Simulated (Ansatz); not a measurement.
C3H7AlO at its PBE0-D4/def2-TZVP geometry, where that method's forces vanish. The species carries charge 0 and has multiplicity 1. The bonds changed during the relaxation, so this is another structure than the one it started from.

```xyz
12

C     0.0581    1.6508   -0.5919
C    -0.1223    0.1822   -0.4510
O     0.8179   -0.5855   -0.9635
C    -1.1033   -0.4134    0.3036
Al    0.8482   -1.5679    0.5654
H    -0.7482    2.2133   -0.1244
H     0.0926    1.8861   -1.6591
H     1.0193    1.9489   -0.1668
H    -1.3981   -1.4378    0.0759
H    -1.7954    0.1690    0.8946
H     1.7768   -0.9274    1.6730
H     0.5544   -3.1180    0.4444
```

(1) What forces (eV/Å) does r2SCAN-D4/def2-TZVPP give on these atoms in Ansatz 0.2.0? (Best estimate.)

Answers

(1) Computed: 
```
C1   0.002  0.104  0.001
C2  -0.112  0.161  0.022
O3   0.281 -0.152 -0.187
C4  -0.150 -0.129  0.169
Al5 -0.052 -0.018  0.048
H6   0.017 -0.009 -0.013
H7   0.012  0.002  0.018
H8  -0.006  0.003 -0.019
H9  -0.003  0.033  0.006
H10 -0.003 -0.006 -0.020
H11 -0.010 -0.016 -0.026
H12  0.024  0.027  0.002
```
